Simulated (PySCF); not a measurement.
2-bromoprop-1-ene (C₃H₅Br), SMILES C=C(C)Br. Atoms are numbered in the order given.

```xyz
9

C      1.3467     1.5032     0.0000
C      0.1320     0.9478     0.0000
C     -1.1836     1.6622     0.0000
Br    -0.0256    -0.9632     0.0000
H      2.2619     0.9098     0.0000
H      1.4384     2.5932     0.0000
H     -1.7763     1.3892     0.8876
H     -1.0214     2.7505     0.0000
H     -1.7763     1.3892    -0.8876
```
Charge 0, spin multiplicity 1.

Geometry: TPSSh-D3(BJ)/def2-SVP.

Level of theory: PySCF with ωB97X/def2-TZVP.

The molecule is in vacuum.

Problem. Estimate the frontier levels, gap, dipole moment and polarisability. (An estimate is asked for; the answer gives what the named calculation found.)

Solution. 
```
Quantity                                                                                                        Value
---------------------------------------------------------------------------------------------  ----------------------
highest occupied level                                                                                       -9.53 eV
lowest empty level                                                                                            2.01 eV
orbital gap                                                                                                  11.54 eV
dipole moment                                                                                                  1.75 D
quadrupole, principal values (traceless, Buckingham form, about the centre of nuclear charge)   -4.36, 1.21, 3.15 D·Å
mean static polarisability                                                                       56.4 bohr³ (8.35 Å³)
polarisability, principal values                                                               39.3, 57.4, 72.4 bohr³
```
